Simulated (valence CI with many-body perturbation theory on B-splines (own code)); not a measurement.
Lu⁶⁶⁺: what the settings do

Calculated by relativistic CI+MBPT: three valence electrons over a frozen Dirac-Fock core [He], radial functions for each j: 6 s, 6 p, 5 d, 3 f, 1 g, with the one-electron correlation potential Σ1 (screened to all orders), the two-electron term Σ2, the three-electron term Σ3, Breit, model QED; selected single and double excitations, second order for the rest, scaled by the run's own slope (own B-spline code, finite nucleus).

No measured spectrum was set against this ion. As an estimate, large intervals hold to a few tenths of a per cent, small ones and those within an open d or f shell to about a per cent.

The reference run has the lowest level (2s^2 2p1/2) J=1/2 and an ionisation energy of 17112.4 eV. Its largest variational space holds 3403 state functions.

Levels are named by their leading jj configuration (3d3/2^4 stands for four electrons in 3d with j = 3/2), which in mixed levels can hold well under half, so a name can repeat and another be missing. Letters in brackets count levels of one name in rising energy.

Changed runs:
A. three-electron term on → off
B. correlating orbitals by l 3 3 3 2 1 → 4 4 3 0 0; Davidson tolerance 2e-05 → 0.001
C. scale of Σ2 1 → 0.8
D. size limit of the variational space 10000 → 100; second order for the rest on → off (bad on purpose)

Excitation energies of the reference run in cm⁻¹, and shifts in cm⁻¹:

| Level | Reference | A | B | C | D |
| --- | --- | --- | --- | --- | --- |
| (2s 2p1/2^2) J=1/2 | 2036830 | +179 | +115 | +230 | +1656 |
| (2s^2 2p3/2) J=3/2 | 9772110 | +97 | -53 | +18 | +807 |
| (2s 2p1/2 2p3/2) J=3/2 [a] | 11203100 | -35 | -732 | +101 | +338 |
| (2s 2p1/2 2p3/2) J=5/2 | 11523700 | +174 | +339 | +170 | +1216 |
| (2s 2p1/2 2p3/2) J=1/2 | 12077100 | +453 | +636 | +528 | +2867 |
| (2s 2p1/2 2p3/2) J=3/2 [b] | 12093700 | +487 | +1273 | +395 | +3334 |
| (2p1/2^2 2p3/2) J=3/2 | 14213000 | +559 | +556 | +740 | +7946 |
| (2s 2p3/2^2) J=5/2 | 21119200 | +180 | -158 | +115 | +124 |
| (2s 2p3/2^2) J=1/2 | 21956000 | +561 | +875 | +156 | +5028 |
| (2s 2p3/2^2) J=3/2 | 21961800 | +527 | +1169 | +485 | +2455 |
| (2p1/2 2p3/2^2) J=3/2 | 23608400 | +517 | +3.2 | +683 | +5072 |
| (2p1/2 2p3/2^2) J=5/2 | 23790300 | +516 | +1053 | +608 | +2993 |
| Ionisation energy (eV) | 17112.4 | +0.064 | -0.15 | +0.017 | -0.6 |
